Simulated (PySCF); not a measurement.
Zn(OH) (HOZn), SMILES [OH][Zn+], charge +1. Atoms are numbered in the order given.

```xyz
3

Zn    -0.0062     0.4200     0.0000
O      0.1190    -1.3524     0.0000
H     -0.7674    -1.7792     0.0000
```
Charge +1, spin multiplicity 1.

Coordinates come from a PBE-D3(BJ)/def2-TZVP optimisation. The multiplicity is an assumed one; other spin states were not compared. The isomer is the one that the SMILES or the coordinates give; other isomers of the formula were not compared.

Method: PySCF with PBE-D3(BJ)/def2-TZVP.

Frequencies are harmonic and unscaled.

Computed vibrational spectrum:
| mode | ν (cm⁻¹) | IR (km/mol) | moving atoms (share of kinetic energy) |
|---|---|---|---|
| 1 | 644 | 2.8 | O 77 %, Zn 21 % |
| 2 | 900 | 110.8 | H 92 % |
| 3 | 3599 | 212.3 | H 94 % |
